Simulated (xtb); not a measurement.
Input file for xtb: GFN1-xTB on NO-, 2S+1 = 3, a spin state set in the input, which need not be the lowest, a point of a bond scan (R = 1.261 Å). Charge -1.

```
$ xtb mol.xyz --gfn 1 --sp --chrg -1 --uhf 2
2

N      0.00000000     0.00000000     0.00000000
O      0.00000000     0.00000000     1.26141500
```

Problem. What total energy does the run end on?

Solution. -7.9220 hartree.
